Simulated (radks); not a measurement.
Problem. Species: the gold ion Au4+. Configuration: [Xe] 4f14 5d7 (the NIST ground configuration). All-electron calculation, scalar-relativistic Kohn-Sham, BLYP, spin-polarised, spherical densities, finite nucleus; open shells are filled with parallel spins first (spin-orbit coupling, left out, can overturn this in heavy ions); Fermi nuclear charge, rms radius 5.4371 fm. Program: a radial shooting solver on a logarithmic mesh with Libxc functionals. Some entries of the table are withheld. Estimate them.

orbital,occ.,eigenvalue (Ry),<1/r> (bohr^-1),r(max) (bohr)
1s down,1,-5938.854,95.70,0.01042
1s up,1,-5938.854,95.70,0.01042
2s up,1,-1051.156,22.45,0.06018
2s down,1,-1051.137,22.45,0.06018
2p up,3,-909.6031,19.97,0.04981
2p down,3,-909.5874,19.97,0.04981
3s up,1,-251.0548,8.321,0.1697
3s down,1,-251.0474,8.321,0.1697
3p up,3,-209.9773,7.593,0.1690
3p down,3,-209.9691,7.593,0.1690
3d up,5,-166.0085,7.146,0.1376
3d down,5,-165.9946,7.146,0.1376
4s up,1,-57.51043,3.567,0.3826
4s down,1,-57.49133,3.567,0.3827
4p up,3,-44.03366,3.221,0.4027
4p down,3,-44.01577,3.221,0.4028
4d up,5,-27.83241,2.887,0.4102
4d down,5,-27.81172,2.887,0.4103
5s up,1,-11.83966,(1),(2)
5s down,1,-11.71432,(3),(4)
4f up,7,-9.84528,2.463,0.3753
4f down,7,-9.81620,2.466,0.3753
5p up,3,-8.22779,1.256,0.9492
5p down,3,-8.07629,1.261,0.9459
5d up,5,-4.10201,0.9366,1.170
5d down,2,-3.93853,0.9334,1.167

Solution. 
(1) 5s up <1/r> (bohr^-1): 1.467
(2) 5s up r(max) (bohr): 0.8472
(3) 5s down <1/r> (bohr^-1): 1.474
(4) 5s down r(max) (bohr): 0.8449
